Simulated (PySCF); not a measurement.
Computed IR spectrum (relative IR intensity) of a molecule CH₆FNOSi₂. Geometry: PBE-D3(BJ)/def2-SVP. One conformer was computed; it need not be the lowest. Method: PBE-D3(BJ)/def2-SVP in PySCF 2.14.0. Frequencies are harmonic and unscaled.

```csv
ν (cm⁻¹),relative intensity
53,3.6
218,3.9
282,7.2
310,51
356,37
392,11
423,20
589,3.4
622,8.8
667,15
714,42
749,46
787,2.9
808,30
859,28
872,75
914,100
982,56
1486,22
2138,76
2181,70
2945,22
3008,8.7
3496,16
3597,16
```

Pick the molecule that these values belong to.
A) N[Si@@H]1OC[Si@@H]1F
B) N[C@@H]1[SiH2]O[Si@@H]1F
C) N[Si@@]1(F)CO[SiH2]1
D) FC[Si@@H]1N[SiH2]O1

A, N[Si@@H]1OC[Si@@H]1F
